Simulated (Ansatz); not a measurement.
Born–Oppenheimer molecular dynamics of H8N2Si2 (12 atoms, charge 0, multiplicity 1). It starts from a relaxed structure.

Method: RKS LDA/def2-SVP (Ansatz).

- ensemble: NVE (velocity Verlet)
- time step: 0.5 fs
- steps asked: 250
- starting velocities drawn for: 400 K
- masses: H 10 u
- seed: 475072

Frames 0.5 fs apart, positions in Å.

Velocities at 115 fs (Å/ps):

```
Si -0.33 -2.56 -2.51
Si 1.43 0.06 0.43
H 6.35 -3.51 -1.10
H -1.63 1.48 3.96
H -3.17 -0.01 -3.99
N 0.15 -1.60 4.35
H 2.32 3.61 3.23
H -1.12 -2.40 -2.97
N -1.62 2.46 0.11
H -1.94 3.59 -1.09
H 2.08 0.50 0.28
H -3.93 2.56 1.28
```

```xyz
12
Properties=species:S:1:pos:R:3 time_fs=115 energy_less_start_eV=0.375 T=111
Si 0.019 0.199 -0.024
Si 0.098 0.121 2.326
H -1.132 -0.709 2.673
H 1.280 -0.660 2.724
H 0.062 1.367 3.219
N 1.572 -0.177 -0.677
H 1.811 -0.913 -1.407
H 2.371 0.496 -0.626
N -0.880 1.439 -0.677
H -1.128 1.343 -1.657
H -1.060 2.419 -0.324
H -0.768 -1.151 -0.303
12
Properties=species:S:1:pos:R:3 time_fs=115.5 energy_less_start_eV=0.364 T=119
Si 0.019 0.197 -0.025
Si 0.098 0.121 2.326
H -1.129 -0.711 2.672
H 1.279 -0.659 2.726
H 0.060 1.367 3.217
N 1.572 -0.178 -0.674
H 1.812 -0.911 -1.405
H 2.370 0.494 -0.628
N -0.881 1.441 -0.677
H -1.129 1.345 -1.658
H -1.059 2.419 -0.324
H -0.770 -1.150 -0.302
12
Properties=species:S:1:pos:R:3 time_fs=116 energy_less_start_eV=0.351 T=129
Si 0.019 0.196 -0.026
Si 0.099 0.121 2.326
H -1.126 -0.712 2.672
H 1.278 -0.658 2.728
H 0.058 1.367 3.215
N 1.572 -0.178 -0.673
H 1.813 -0.909 -1.403
H 2.369 0.493 -0.629
N -0.882 1.443 -0.677
H -1.130 1.347 -1.659
H -1.058 2.419 -0.324
H -0.772 -1.148 -0.301
12
Properties=species:S:1:pos:R:3 time_fs=116.5 energy_less_start_eV=0.335 T=141
Si 0.019 0.194 -0.027
Si 0.099 0.121 2.327
H -1.122 -0.714 2.671
H 1.278 -0.658 2.731
H 0.057 1.367 3.213
N 1.573 -0.179 -0.671
H 1.814 -0.907 -1.401
H 2.369 0.492 -0.631
N -0.883 1.445 -0.677
H -1.131 1.349 -1.659
H -1.056 2.418 -0.324
H -0.774 -1.146 -0.301
12
Properties=species:S:1:pos:R:3 time_fs=117 energy_less_start_eV=0.318 T=155
Si 0.019 0.192 -0.028
Si 0.100 0.121 2.327
H -1.119 -0.716 2.671
H 1.277 -0.657 2.733
H 0.055 1.367 3.210
N 1.574 -0.180 -0.669
H 1.814 -0.904 -1.398
H 2.368 0.490 -0.632
N -0.884 1.448 -0.677
H -1.132 1.350 -1.660
H -1.055 2.418 -0.324
H -0.775 -1.145 -0.300
12
Properties=species:S:1:pos:R:3 time_fs=117.5 energy_less_start_eV=0.299 T=169
Si 0.019 0.190 -0.029
Si 0.100 0.121 2.327
H -1.116 -0.717 2.671
H 1.277 -0.657 2.735
H 0.054 1.367 3.208
N 1.575 -0.181 -0.668
H 1.815 -0.901 -1.396
H 2.366 0.489 -0.633
N -0.886 1.451 -0.677
H -1.133 1.352 -1.661
H -1.054 2.417 -0.324
H -0.776 -1.142 -0.299
12
Properties=species:S:1:pos:R:3 time_fs=118 energy_less_start_eV=0.282 T=182
Si 0.019 0.187 -0.030
Si 0.101 0.122 2.327
H -1.112 -0.719 2.670
H 1.277 -0.657 2.737
H 0.052 1.367 3.206
N 1.576 -0.182 -0.667
H 1.815 -0.898 -1.393
H 2.365 0.487 -0.635
N -0.887 1.454 -0.676
H -1.135 1.354 -1.662
H -1.052 2.415 -0.325
H -0.778 -1.140 -0.299
12
Properties=species:S:1:pos:R:3 time_fs=118.5 energy_less_start_eV=0.265 T=195
Si 0.019 0.185 -0.031
Si 0.101 0.122 2.327
H -1.109 -0.720 2.670
H 1.277 -0.657 2.739
H 0.051 1.366 3.203
N 1.578 -0.183 -0.666
H 1.815 -0.895 -1.390
H 2.364 0.485 -0.636
N -0.889 1.457 -0.676
H -1.136 1.356 -1.663
H -1.051 2.414 -0.325
H -0.779 -1.138 -0.298
12
Properties=species:S:1:pos:R:3 time_fs=119 energy_less_start_eV=0.251 T=206
Si 0.018 0.182 -0.032
Si 0.101 0.122 2.327
H -1.106 -0.722 2.669
H 1.278 -0.657 2.741
H 0.049 1.366 3.201
N 1.580 -0.185 -0.665
H 1.815 -0.892 -1.387
H 2.362 0.484 -0.637
N -0.891 1.461 -0.676
H -1.137 1.358 -1.664
H -1.049 2.412 -0.325
H -0.780 -1.135 -0.297
12
Properties=species:S:1:pos:R:3 time_fs=119.5 energy_less_start_eV=0.239 T=215
Si 0.018 0.179 -0.033
Si 0.101 0.123 2.327
H -1.103 -0.724 2.669
H 1.278 -0.657 2.744
H 0.047 1.366 3.198
N 1.581 -0.186 -0.664
H 1.815 -0.889 -1.383
H 2.361 0.482 -0.638
N -0.892 1.465 -0.676
H -1.139 1.360 -1.665
H -1.047 2.411 -0.325
H -0.781 -1.132 -0.296
12
Properties=species:S:1:pos:R:3 time_fs=120 energy_less_start_eV=0.232 T=221
Si 0.018 0.176 -0.033
Si 0.101 0.123 2.327
H -1.099 -0.725 2.669
H 1.278 -0.657 2.746
H 0.046 1.366 3.196
N 1.583 -0.187 -0.663
H 1.815 -0.886 -1.380
H 2.359 0.480 -0.639
N -0.894 1.468 -0.677
H -1.140 1.362 -1.667
H -1.046 2.409 -0.326
H -0.782 -1.129 -0.296
12
Properties=species:S:1:pos:R:3 time_fs=120.5 energy_less_start_eV=0.228 T=223
Si 0.018 0.173 -0.034
Si 0.101 0.124 2.327
H -1.096 -0.727 2.668
H 1.279 -0.657 2.749
H 0.044 1.365 3.193
N 1.585 -0.188 -0.663
H 1.814 -0.883 -1.377
H 2.357 0.479 -0.641
N -0.896 1.472 -0.677
H -1.141 1.365 -1.668
H -1.044 2.408 -0.326
H -0.782 -1.127 -0.295
```

Of the whole run (125 fs, mean temperature of the second half 170 K): The conserved energy stayed within 0.049 meV per atom of its start (net change 0.041 meV per atom), so the integration is sound. Over the second half the temperature averaged 0.43 of the 400 K drawn at the start: a run that starts near a minimum puts about half its kinetic energy into the potential. A run of 0.12 ps of so small a system gives no equilibrium averages.

The run took 2.4 min on 4 threads of Arm Neoverse V2 (shared host), peak memory 0.14 GiB.
